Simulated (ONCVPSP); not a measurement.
# Hardness and transferability of assorted potentials

Generated with ld1.x 7.5 (TM, RRKJ, ultrasoft, PAW), atompaw 4.2 or ONCVPSP 4.0.1. The cutoff is in Ry: for ld1.x and atompaw files where the sum of valence levels is converged to 10 mRy in a Bessel basis, for ONCV files where the hardest occupied wave has 1 mHa per electron of residual kinetic energy. The error is the largest all-electron minus pseudo excitation energy over each file’s own four to seven test configurations (ionisations up to +4, promotions, holes and added fractions of an electron), all of which were solved. The labels leave out finer settings (local radius, basis sizes, second energies), which also bear on the numbers. Spin-polarised tests are not counted. The rows are a selection from randomly drawn settings: files with unsolved tests, undetermined cutoffs or missed reference levels are left out.

A true bound ghost makes a file unfit for plane-wave use even where its test errors are small: the radial tests pick states by their node count and pass the ghost by.

```csv
element,potential,cutoff (Ry),largest error (meV),bound ghosts
Li,"ONCV, PBE, scalar-relativistic, rc 0.70/0.55 (sp), local smoothed, core correction no, reference 1s2, qcut 20.7/16.4, projectors 1/2",225,+69,none
F,"ONCV, PBE, scalar-relativistic, rc 0.62/1.15/0.95 (spd), local smoothed, core correction no, reference 2s2 2p5, qcut 10.7/14.9/9.8, projectors 3/2/3",119,+223,s
Fe,"ONCV, PBE, scalar-relativistic, rc 1.10/0.90/1.85 (spd), local smoothed, core correction yes, reference 3s2 3p6 3d6, qcut 15.5/11/9.2, projectors 1/2/2",134,+307,none
Mo,"ONCV, PBEsol, fully relativistic, rc 1.50/2.25/2.05/1.75 (spdf), local smoothed, core correction no, reference 4s2 4p6 4d5 5s0.5 5p0.5, qcut 9.1/5.4/9.2/6.7, projectors 2/2/2/2",54,-21,none
Tc,"ONCV, PBE, scalar-relativistic, rc 2.30/1.68/1.86 (spd), local smoothed, core correction yes, reference 4p6 4d5 5s1 5p1, qcut 2.1/9.3/8, projectors 1/2/2",44,-36,s
La,"ONCV, LDA (Perdew-Wang 92), scalar-relativistic, rc 2.60/1.85/2.65/2.80 (spdf), local smoothed, core correction no, reference 5s2 5p6 5d1 6s1.5, qcut 5/3.9/4.1/4.4, projectors 2/2/2/1",83,-3.8,none
Os,"ONCV, PBEsol, scalar-relativistic, rc 1.65/1.15/2.35 (spd), local smoothed, core correction yes, reference 5s2 5p6 5d6 6s2, qcut 6.1/7.7/6.2, projectors 2/1/2",100,-21,none
```

Question: Fill in the row for Si: ONCV, PBEsol, scalar-relativistic, rc 1.65/1.90 (sp), local smoothed, core correction yes, reference 3s2 3p1, qcut 4.4/3.9, projectors 2/2.

Answer: cutoff 16 Ry, largest error +26 meV, bound ghosts: none.

Question: Fill in the row for Zr: ONCV, PBEsol, scalar-relativistic, rc 1.90/2.00/2.40 (spd), local smoothed, core correction yes, reference 4s2 4p6 4d2 5s2, qcut 5/6.8/6.8, projectors 3/3/2.

Answer: cutoff 28 Ry, largest error -8.7 meV, bound ghosts: none.
